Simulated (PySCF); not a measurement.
Compound: Ti(OH)2Cl2 (singlet state).
Cartesian coordinates in Å at the PBE0-D3(BJ)/def2-SVP level; atoms count from 1:
```xyz
7
Cl2H2O2Ti angstrom
Ti    -0.3440    0.0695   -0.2346
O     -0.2461   -0.2457    1.4664
H      0.0798   -0.5620    2.3120
O      1.2418    0.2518   -0.9220
H      2.1924    0.1168   -0.9090
Cl    -1.5024    1.9016   -0.5771
Cl    -1.3296   -1.6341   -1.2042
```

Theory: TDDFT wB97X-D/def2-SVPD, vertical, gas phase, core orbitals frozen in the response (PySCF 2.14.0, density-fitted response routines).

Ground-to-excited transition dipoles (e·a0, same axes as the geometry; the sign carries no meaning), for the states with f of 0.002 or more among the lowest 12:

| state | E (hartree) | μx | μy | μz |
| --- | --- | --- | --- | --- |
| S2 | 0.1844 | 0.039 | -0.381 | -0.070 |
| S3 | 0.1853 | 0.003 | 0.189 | 0.008 |
| S4 | 0.1899 | 0.091 | 0.021 | -0.147 |
| S5 | 0.1950 | 0.233 | 0.019 | 0.150 |
| S6 | 0.2019 | -0.033 | 0.546 | 0.087 |
| S7 | 0.2053 | -0.137 | -0.100 | -0.102 |
| S12 | 0.2159 | 0.293 | 0.022 | 0.211 |

(1) What oscillator strength does each state have?

(2) What angle do the transition dipoles of S5 and S12 make?

(3) What peak molar absorption coefficient would the strongest computed level give as a lone Gaussian band 0.4 eV wide at half height?

## Answers

(1) f = (2/3) ΔE |μ|² with ΔE in hartree (27.2114 eV).

```tsv
state	|μ|² (au)	|μ| (D)	f
S2	0.152	0.99	0.019
S3	0.036	0.48	0.004
S4	0.031	0.44	0.004
S5	0.077	0.71	0.010
S6	0.307	1.41	0.041
S7	0.039	0.50	0.005
S12	0.131	0.92	0.019
```

(2) |cos θ| = |μa·μb| / (|μa| |μb|) = 1.00, so θ ≈ 3° (taken between 0 and 90°, since the signs are arbitrary).

(3) ε(max) = 2.175×10⁸ f / FWHM, with the width in cm⁻¹. S6: 2.175×10⁸ × 0.0413 / 3226 ≈ 2800 L mol⁻¹ cm⁻¹.
